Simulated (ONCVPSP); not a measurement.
# Before and after: ONCV potential for thulium

```
Element                 : thulium
Generator               : ONCVPSP 4.0.1
Type                    : optimised norm-conserving Vanderbilt (ONCV)
Functional              : LDA (Perdew-Zunger)
Relativity              : fully relativistic
Frozen core             : [Kr] 4d10 4f12
Valence charge          : 11
Reference configuration : 5s2 5p6 5d1 6s1 (charge +1)
Partial waves           : 5s+6s: rc 1.90 bohr, ncon 5, nbas 9, qcut 6.8 1/bohr, 3 projectors, debl 0.9 Ha; 5p: rc 1.45 bohr, ncon 3, nbas 6, qcut 6.7 1/bohr, 2 projectors, debl 0.5 Ha; 5d: rc 2.55 bohr, ncon 4, nbas 8, qcut 6.3 1/bohr, 1 projector
Local potential         : polynomial inside 1.35 bohr (lpopt 1, dvloc0 3 Ha)
Core correction         : none
```

Open shells are filled in proportion to 2j + 1.

In the p channel the program set the typed energies aside and used -1.303, 0.250 Ha (j = l + 1/2; the other j can differ).

Change: all radii scaled by about 0.92 (s 1.74, p 1.34, d 2.34 bohr); local potential polynomial inside 1.24 bohr (lpopt 1, dvloc0 3 Ha).

Cutoffs: the cutoffs (Ha) at which the residual kinetic energy of the hardest occupied pseudo-wave falls to 1 and 0.1 mHa per electron; they do not see the model core or the augmentation charge, which bear on the density cutoff. Errors are all-electron minus pseudo energies relative to the spin-unpolarised reference configuration.

Q: What does the change do?

A: The potential gets harder (20 Ha and 49 Ha → 23 Ha and 63 Ha); the errors of the 4 common tests hardly move; neither file shows a bound ghost. A smaller radius makes the pseudo-wave follow the all-electron one further in, where it bends more sharply, so more plane waves are needed.

```csv
quantity,base,changed
"cutoff, loose",20 Ha,23 Ha
"cutoff, tight",49 Ha,63 Ha
loose cutoff by channel,"s 18 Ha, p 20 Ha, d 11 Ha","s 19 Ha, p 23 Ha, d 11 Ha"
bound ghosts,none,none
GHOST(+) flags under 300 eV,none,none
"error for 5s2 5p6 5d1 6s2, meV [ΔE -7.36 eV]",+2.6,+2.7
"error for 5s2 5p6 5d1 6s0, meV [ΔE 13.22 eV]",+10,+10
"error for 5s2 5p6 5d0 6s0, meV [ΔE 33.42 eV]",-25,-26
"error for 5s1 5p6 5d1 6s2, meV [ΔE 56.31 eV]",-343,-316
```
